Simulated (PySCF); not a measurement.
trifluorosilylmethanol (CH₃F₃OSi), SMILES OC[Si](F)(F)F. The structure is a stationary point at PBE-D3(BJ)/def2-SVP. One conformer was computed; it need not be the lowest.

### Question
Give the equilibrium geometry at PBE-D3(BJ)/def2-SVP (PySCF confirms it by a frequency run) as a Z-matrix. (An estimate is asked for; the answer gives what the named calculation found.)

### Answer
One answer among several that fit: 
```
C
H 1 1.1106
H 1 1.1191 2 105.75
O 1 1.4230 2 107.46 3 -121.71
H 4 0.9761 1 107.29 2 -177.69
Si 1 1.8742 2 109.70 3 118.44
F 6 1.6181 1 113.81 2 44.28
F 6 1.6206 7 107.37 1 126.51
F 6 1.6264 7 107.10 8 115.64
```
